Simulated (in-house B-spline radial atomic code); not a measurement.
Successive ionisation energies of rhenium; each step leads to the configuration of the next row (after the last: [Xe] 4f14 5d3/2(2)). Dirac energy differences include first-order Breit, QED and recoil terms. NIST's values go from ground level to ground level; the uncertainty of those that are theory runs from under 0.1 % in few-electron ions to several per cent in heavy many-electron ones. Computed with a radial B-spline atomic code at the basis-set limit: Dirac-Hartree-Fock, jj configuration that fills j = l - 1/2 first, finite nuclei.

A number in brackets counts the electrons of a j subshell.

```csv
ion,configuration,ionisation energy (eV),tabulated value (eV),tabulated kind,computed minus tabulated (eV),highest orbital,largest mean radius (bohr)
Re,[Xe] 4f14 5d3/2(4) 5d5/2(1) 6s2,7.12,7.83352,measured,-0.71,6s1/2,3.2977
Re+,[Xe] 4f14 5d3/2(4) 5d5/2(1) 6s1,14.53,16.6,semi-empirical,-2.07,6s1/2,3.0197
Re2+,[Xe] 4f14 5d3/2(4) 5d5/2(1),24.73,27,tabulated theory,-2.27,5d5/2,1.8044
Re3+,[Xe] 4f14 5d3/2(4),38.68,39.1,tabulated theory,-0.42,5d3/2,1.6484
Re4+,[Xe] 4f14 5d3/2(3),52.16,51.9,tabulated theory,0.26,5d3/2,1.575
```

Question: Where is the largest jump?

Answer: From Re to Re+, by a factor of 2.04 (7.1198 to 14.534 eV); the highest orbital goes from 6s1/2 to 6s1/2.
